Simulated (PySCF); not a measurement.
# How the method moves the HOMO and LUMO of `F[SiH2]S[SiH2]F`

F2H4SSi2.
Geometry (PBE0-D3(BJ)/def2-SVP, Å), atoms numbered from 1 in this order:
```
atom  x, y, z in Å
F1    -1.850    0.374    1.557
Si2   -1.604   -0.146    0.041
S3     0.078   -1.463   -0.032
Si4    1.622    0.012   -0.052
F5     1.843    0.583   -1.554
H6    -2.785   -0.936   -0.382
H7    -1.363    1.056   -0.797
H8     2.869   -0.664    0.377
H9     1.248    1.166    0.806
```

Basis pcSseg-2 throughout (PySCF), one geometry. Geometry: PBE0-D3(BJ)/def2-SVP, one conformer, isolated molecule.

How do the orbital energies, the gap and the dipole change with the method?

```
   method                    kind  HOMO (eV)  LUMO (eV)  gap (eV)  μ (D)  SCF cycles
     BLYP                     GGA      -7.01      -1.21      5.80   0.03          14
    B97-D                     GGA      -7.13      -1.16      5.97   0.05          15
      PBE                     GGA      -7.21      -1.37      5.84   0.03          14
     OPBE                     GGA      -7.22      -1.19      6.03   0.08          15
      KT3                     GGA      -7.27      -1.36      5.91   0.03          15
     BP86                     GGA      -7.28      -1.39      5.90   0.04          14
      KT2                     GGA      -7.28      -1.47      5.81   0.03          16
      LDA                     LDA      -7.34      -1.63      5.71   0.03          13
    B3LYP           global hybrid      -8.14      -0.71      7.44   0.03          12
    B97-2           global hybrid      -8.16      -0.47      7.68   0.06          13
     PBE0           global hybrid      -8.42      -0.52      7.90   0.05          12
 mPW1PW91           global hybrid      -8.44      -0.51      7.93   0.05          12
BHandHLYP           global hybrid      -9.46       0.35      9.82   0.06          11
CAM-B3LYP  range-separated hybrid      -9.70       0.46     10.16   0.07          11
  wB97X-D  range-separated hybrid     -10.25       1.27     11.51   0.11          12
  LC-wPBE  range-separated hybrid     -11.12       1.58     12.70   0.16          13
       HF            Hartree–Fock     -11.17       2.49     13.66   0.14          10
```

The HOMO spans 4.16 eV, from BLYP down to HF, and the gap runs from 5.71 eV (LDA) to 13.66 eV (HF). Over the methods BLYP (0 %), B97-D (0 %), PBE (0 %), OPBE (0 %), KT3 (0 %), BP86 (0 %), KT2 (0 %), LDA (0 %), B3LYP (20 %), B97-2 (21 %), PBE0 (25 %), mPW1PW91 (25 %), BHandHLYP (50 %), HF (100 %), a straight line through the gap against the share of exact exchange rises by 0.78 eV for each 10 % (correlation coefficient 0.999). The dipole ranges from 0.03 D (KT3) to 0.16 D (LC-wPBE). This basis has no diffuse functions.
